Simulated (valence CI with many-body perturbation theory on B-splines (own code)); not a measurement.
Yb65+: calculated level list

Computed by valence CI with perturbative core correlation (CI+MBPT): three valence electrons over a frozen Dirac-Fock core [He], radial functions for each j: 11 s, 11 p, 10 d, 8 f, 5 g, 2 h, with the one-electron correlation potential Σ1 (screened to all orders), the two-electron term Σ2, the three-electron term Σ3, Breit, model QED; selected single and double excitations, second order for the rest, scaled by the run's own slope (own B-spline code, finite nucleus).

The last digits are not significant, and no measured levels were compared; by estimate large intervals hold to a few tenths of a per cent, small ones and those within an open d or f shell to about a per cent.

Levels 1 to 45 of 165, with energies above the lowest level, (2s^2 2p1/2) J=1/2. "Leading %" is the weight of the configuration and term that name the level; weights of strongly mixed levels are sums over their largest components and can fall short. In the jj column 3d3/2^4 stands for four electrons in 3d with j = 3/2.

| No. | Configuration | Term | J | E (× 10³ cm⁻¹) | Leading % | g | Second component | Leading jj |
| --- | --- | --- | --- | --- | --- | --- | --- | --- |
| 1 | 2s2.2p | 2P° | 1/2 | 0.00 | 100 | 0.621 |  | 2s^2 2p1/2 (100 %) |
| 2 | 2s.2p2 | 4P | 1/2 | 1989.1 | 50 | 2.046 | 31 % 2s.2p2 2S | 2s 2p1/2^2 (100 %) |
| 3 | 2s2.2p | 2P° | 3/2 | 9163.9 | 99 | 1.301 |  | 2s^2 2p3/2 (99 %) |
| 4 | 2s.2p2 | 4P | 3/2 | 10560 | 90 | 1.624 | 7 % 2s.2p2 2D | 2s 2p1/2 2p3/2 (100 %) |
| 5 | 2s.2p2 | 2D | 5/2 | 10878 | 63 | 1.313 | 37 % 2s.2p2 4P | 2s 2p1/2 2p3/2 (100 %) |
| 6 | 2s.2p2 | 2P | 1/2 | 11420 | 69 | 1.264 | 31 % 2s.2p2 4P | 2s 2p1/2 2p3/2 (100 %) |
| 7 | 2s.2p2 | 2D | 3/2 | 11437 | 62 | 0.974 | 37 % 2s.2p2 2P | 2s 2p1/2 2p3/2 (100 %) |
| 8 | 2p3 | 2P° | 3/2 | 13509 | 48 | 1.318 | 27 % 2p3 2D° | 2p1/2^2 2p3/2 (99 %) |
| 9 | 2s.2p2 | 4P | 5/2 | 19868 | 63 | 1.417 | 37 % 2s.2p2 2D | 2s 2p3/2^2 (100 %) |
| 10 | 2s.2p2 | 2S | 1/2 | 20690 | 68 | 1.916 | 19 % 2s.2p2 4P | 2s 2p3/2^2 (100 %) |
| 11 | 2s.2p2 | 2P | 3/2 | 20696 | 60 | 1.171 | 31 % 2s.2p2 2D | 2s 2p3/2^2 (100 %) |
| 12 | 2p3 | 4S° | 3/2 | 22304 | 55 | 1.435 | 45 % 2p3 2D° | 2p1/2 2p3/2^2 (100 %) |
| 13 | 2p3 | 2D° | 5/2 | 22485 | 100 | 1.165 |  | 2p1/2 2p3/2^2 (100 %) |
| 14 | 2p3 | 2P° | 1/2 | 22916 | 100 | 0.621 |  | 2p1/2 2p3/2^2 (100 %) |
| 15 | 2p3 | 2P° | 3/2 | 31798 | 52 | 1.287 | 28 % 2p3 2D° | 2p3/2^3 (100 %) |
| 16 | 2s2.3s | 2S | 1/2 | 75327 | 98 | 1.984 |  | 2s^2 3s (98 %) |
| 17 | 2s2.3p | 2P° | 1/2 | 75990 | 96 | 0.661 |  | 2s^2 3p1/2 (96 %) |
| 18 | 2s.2p.3s | 4P° | 1/2 | 76656 | 85 | 2.352 | 13 % 2s.2p.3s 2P° | 2s 2p1/2 3s (98 %) |
| 19 | 2s.2p.3s | 4P° | 3/2 | 76869 | 59 | 1.535 | 40 % 2s.2p.3s 2P° | 2s 2p1/2 3s (99 %) |
| 20 | 2s.2p.3s | 2P° | 1/2 | 77100 | 95 | 0.705 | 4 % 2s.2p.3s 4P° | 2s 2p1/2 3s (99 %) |
| 21 | 2s.2p.3p | 4D | 1/2 | 77216 | 72 | 0.264 | 20 % 2s.2p.3p 2P | 2s 2p1/2 3p1/2 (100 %) |
| 22 | 2s.2p.3p | 4D | 3/2 | 77435 | 40 | 1.091 | 33 % 2s.2p.3p 2D | 2s 2p1/2 3p1/2 (100 %) |
| 23 | 2s.2p.3p | 4P | 1/2 | 77771 | 46 | 1.921 | 30 % 2s.2p.3p 2S | 2s 2p1/2 3p1/2 (99 %) |
| 24 | 2s2.3p | 2P° | 3/2 | 78699 | 98 | 1.322 |  | 2s^2 3p3/2 (98 %) |
| 25 | 2p2.3s | 4P | 1/2 | 79048 | 44 | 1.966 | 30 % 2p2.3s 2S | 2p1/2^2 3s (95 %) |
| 26 | 2s2.3d | 2D | 3/2 | 79147 | 98 | 0.787 |  | 2s^2 3d3/2 (98 %) |
| 27 | 2p2.3p | 2P° | 1/2 | 79581 | 45 | 0.643 | 37 % 2p2.3p 4D° | 2p1/2^2 3p1/2 (96 %) |
| 28 | 2s2.3d | 2D | 5/2 | 79874 | 95 | 1.191 |  | 2s^2 3d5/2 (95 %) |
| 29 | 2s.2p.3p | 4P | 3/2 | 80014 | 31 | 1.390 | 27 % 2s.2p.3p 4D | 2s 2p1/2 3p3/2 (100 %) |
| 30 | 2s.2p.3p | 4D | 5/2 | 80269 | 42 | 1.313 | 38 % 2s.2p.3p 2D | 2s 2p1/2 3p3/2 (96 %) |
| 31 | 2s.2p.3p | 2D | 3/2 | 80289 | 43 | 1.243 | 24 % 2s.2p.3p 2P | 2s 2p1/2 3p3/2 (100 %) |
| 32 | 2s.2p.3p | 2P | 1/2 | 80335 | 43 | 1.343 | 19 % 2s.2p.3p 2S | 2s 2p1/2 3p3/2 (96 %) |
| 33 | 2s.2p.3d | 4F° | 3/2 | 80367 | 70 | 0.569 | 13 % 2s.2p.3d 2D° | 2s 2p1/2 3d3/2 (100 %) |
| 34 | 2s.2p.3d | 4F° | 5/2 | 80606 | 42 | 1.007 | 32 % 2s.2p.3d 2F° | 2s 2p1/2 3d3/2 (98 %) |
| 35 | 2s.2p.3d | 2P° | 3/2 | 80749 | 30 | 1.165 | 24 % 2s.2p.3d 4D° | 2s 2p1/2 3d3/2 (98 %) |
| 36 | 2s.2p.3d | 4D° | 1/2 | 80784 | 53 | 0.434 | 39 % 2s.2p.3d 2P° | 2s 2p1/2 3d3/2 (98 %) |
| 37 | 2s.2p.3d | 4P° | 5/2 | 81190 | 34 | 1.304 | 30 % 2s.2p.3d 4D° | 2s 2p1/2 3d5/2 (99 %) |
| 38 | 2s.2p.3d | 2F° | 7/2 | 81415 | 40 | 1.224 | 37 % 2s.2p.3d 4F° | 2s 2p1/2 3d5/2 (100 %) |
| 39 | 2s.2p.3d | 2F° | 5/2 | 81508 | 48 | 1.072 | 24 % 2s.2p.3d 2D° | 2s 2p1/2 3d5/2 (99 %) |
| 40 | 2s.2p.3d | 2P° | 3/2 | 81513 | 39 | 1.111 | 32 % 2s.2p.3d 2D° | 2s 2p1/2 3d5/2 (96 %) |
| 41 | 2p2.3p | 2P° | 3/2 | 82413 | 34 | 1.319 | 19 % 2p2.3p 4D° | 2p1/2^2 3p3/2 (96 %) |
| 42 | 2p2.3d | 2D | 3/2 | 82742 | 42 | 0.783 | 32 % 2p2.3d 4F | 2p1/2^2 3d3/2 (98 %) |
| 43 | 2p2.3d | 2D | 5/2 | 83574 | 36 | 1.188 | 18 % 2p2.3d 4D | 2p1/2^2 3d5/2 (98 %) |
| 44 | 2s.2p.3s | 4P° | 5/2 | 85846 | 100 | 1.569 |  | 2s 2p3/2 3s (100 %) |
| 45 | 2s.2p.3s | 2P° | 3/2 | 86051 | 76 | 1.388 | 23 % 2s.2p.3s 4P° | 2s 2p3/2 3s (100 %) |

The ionisation energy to 2s2 1S_0 of the next ion comes out as 16566 eV (NIST: 16570 ± 30 eV (theoretical)). All 165 levels together are meant to be complete up to 109110 × 10³ cm⁻¹.
